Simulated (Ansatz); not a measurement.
This geometry of FH$_{4}$OSSi (8 atoms, charge 1, multiplicity 1) is a first-order saddle point.

Level of theory: RKS LDA/6-31G* in Ansatz.

```xyz
8
Properties=species:S:1:pos:R:3
O -0.067 1.370 -0.895
Si 0.328 0.669 0.487
F -0.620 0.896 1.721
S -0.416 -1.375 -0.131
H 0.430 2.091 -1.336
H 1.746 0.520 0.883
H -0.590 -1.785 -1.411
H -0.810 -2.386 0.683
```

(1) Which two structures does it join? (They come from a converged band through this point; their orientation in space is the band's.)

(2) How far does it lie above each of them?

Results:

(1) No bond is made or broken. The height of S4 over the plane of its neighbours goes from -0.79 to 0.77 Å.

Image 0:

```xyz
8
Properties=species:S:1:pos:R:3
O 0.149 1.155 -1.039
Si 0.318 0.536 0.435
F -0.903 0.729 1.418
S 0.089 -1.612 -0.290
H 0.372 2.075 -1.297
H 1.620 0.595 1.139
H -0.984 -1.345 -1.098
H -0.661 -2.132 0.731
```

Image 6:

```xyz
8
Properties=species:S:1:pos:R:3
O -0.103 1.324 -0.948
Si 0.177 0.564 0.436
F -0.745 0.913 1.667
S -0.800 -1.373 -0.264
H 0.104 2.258 -1.161
H 1.571 0.277 0.852
H 0.097 -1.711 -1.240
H -0.299 -2.252 0.658
```

(2) 65.6 kJ/mol above the first and 61.8 kJ/mol above the second. This is the barrier of this one path; another mechanism may lie lower.

Run time: 100 s on 1 thread of Arm Neoverse V1, on a shared host, peak memory 0.14 GiB.
